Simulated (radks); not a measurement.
Task: These are the eigenvalues of the occupied orbitals of an atom or ion with whole-number occupations (eV). All-electron calculation, scalar-relativistic Kohn-Sham, PBEsol, spin-polarised, spherical densities, point nucleus. Program: a radial shooting solver on a logarithmic mesh with Libxc functionals.

| orbital | eigenvalue |
|---|---|
| 1s up | -12578.68 |
| 1s down | -12578.54 |
| 2s up | -1692.372 |
| 2s down | -1690.135 |
| 2p up | -1499.030 |
| 2p down | -1497.287 |
| 3s up | -291.3170 |
| 3s down | -287.9365 |
| 3p up | -230.4882 |
| 3p down | -227.1102 |
| 3d up | -130.3457 |
| 3d down | -126.7789 |
| 4s up | -66.6220 |
| 4s down | -64.5041 |
| 4p up | -51.2214 |
| 5s up | -24.1845 |
| 5s down | -23.9019 |

Which element is it, and in what charge state? The configuration may be excited. Open shells, if any, are filled with parallel spins first.

Result: Z = 34, selenium, charge +3: Se3+ in [Ar] 3d8 4s2 4p1 5s2. The list shows which subshells hold electrons but not how many an open one holds; the 1s level, -462.26 hartree, gives Z - s = 30.4 by -(Z - s)^2/2, which with screening and relativity narrows Z to a few neighbours, and the depths of the outer levels then fix element, charge and occupations together.
